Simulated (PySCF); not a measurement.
**Two-dimensional NMR puzzle**

Compound of formula C8H7N. Correlations simulated from computed shifts and the bond graph:

HSQC (one-bond C–H):
```csv
δH,δC
7.73,140.8
7.72,137.3
7.65,139.5
7.59,135.1
2.47,24.0
```

COSY cross peaks (H two or three bonds apart, from the bond graph; peaks can be absent where the dihedral angle is near 90°):
```csv
δH,δH
7.72,7.59
7.65,7.59
```

HMBC (two and three bonds, from the bond graph):
```csv
δH,δC
7.73,"147.2, 139.5, 137.3, 125.5, 120.3, 24.0"
7.72,"140.8, 139.5, 135.1, 125.5, 120.3"
7.65,"147.2, 140.8, 137.3, 135.1, 24.0"
7.59,"147.2, 139.5, 137.3, 120.3"
2.47,"147.2, 140.8, 139.5"
```

Carbons without hydrogens: δ 147.2, 125.5, 120.3.

Computational details: geometry: PBE0-D3(BJ)/def2-TZVP, σ from GIAO-B97-2/pcSseg-2, in PySCF 2.14 (one averaged value for each set of equivalent atoms, no relativistic terms, isolated molecule, one conformer).

Chemical shifts δ = σref − σ; 1H, 13C against TMS, all at this level.

Exchangeable hydrogens are left out of these lists.

Assemble the structure.

Results:

meta-Tolunitrile (Cc1cccc(C#N)c1).

Mapped SMILES: `[CH3:1][c:2]1[cH:3][cH:4][cH:5][c:6]([C:7]#[N:8])[cH:9]1`. Hydrogens are named by the atom that carries them.

- δC 147.2 is C2, a substituted aromatic carbon.
- δC 140.8 is C9, an aromatic CH (δH 7.73).
- δC 139.5 is C3, an aromatic CH (δH 7.65).
- δC 137.3 is C5, an aromatic CH (δH 7.72).
- δC 135.1 is C4, an aromatic CH (δH 7.59).
- δC 125.5 is C7, a nitrile carbon.
- δC 120.3 is C6, a substituted aromatic carbon.
- δC 24.0 is C1, a methyl carbon on an aromatic ring (δH 2.47).
- HMBC from δH 7.73 reaches the proton-free carbons C2, C7, C6.
- HMBC from δH 7.72 reaches the proton-free carbons C7, C6.
- HMBC from δH 7.65 reaches the proton-free carbon C2.
- HMBC from δH 7.59 reaches the proton-free carbons C2, C6.
- COSY links 7.72–7.59, 7.65–7.59.

This is the structure that produced the data.

Shifts are as computed. Against solution values, carbons near 30 ppm lie about +3 ppm off and those near 130 ppm about +7 ppm. Of 1309 compounds with measured shifts, 239 miss one by over three times the rms of a fit or turn the order of signals round; such compounds aren't used in these exercises.
